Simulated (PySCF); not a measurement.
Vibration and rotation of BSe⁻

RHF-CCSD(T) constants of BSe⁻, ¹Σ⁺ (singlet), closed shell (B aug-cc-pVDZ-DK, Se aug-cc-pVDZ-DK; spin-free X2C with a Gaussian nucleus (PySCF 2.14); masses 11.0093 and 79.9165 u):

| Item | Value |
| --- | --- |
| ωe | 793.9 cm⁻¹ |
| ωexe | 4.13 cm⁻¹ |
| Be | 0.50593 cm⁻¹ |
| αe | 0.00383 cm⁻¹ |
| D (centrifugal) | 8.22e-07 cm⁻¹ |

Question: Give the vibrational terms G(v) and spacings up to v = 6.

Answer: G(v) = ωe(v+½) − ωexe(v+½)².

| v | G(v) (cm⁻¹) | G(v) − G(v−1) | Bv (cm⁻¹) |
| --- | --- | --- | --- |
| 0 | 395.9 |  | 0.5040 |
| 1 | 1181.6 | 785.6 | 0.5002 |
| 2 | 1958.9 | 777.4 | 0.4964 |
| 3 | 2728.1 | 769.1 | 0.4925 |
| 4 | 3488.9 | 760.9 | 0.4887 |
| 5 | 4241.5 | 752.6 | 0.4849 |
| 6 | 4985.9 | 744.3 | 0.4810 |

Correlated steps freeze 10 core orbitals.
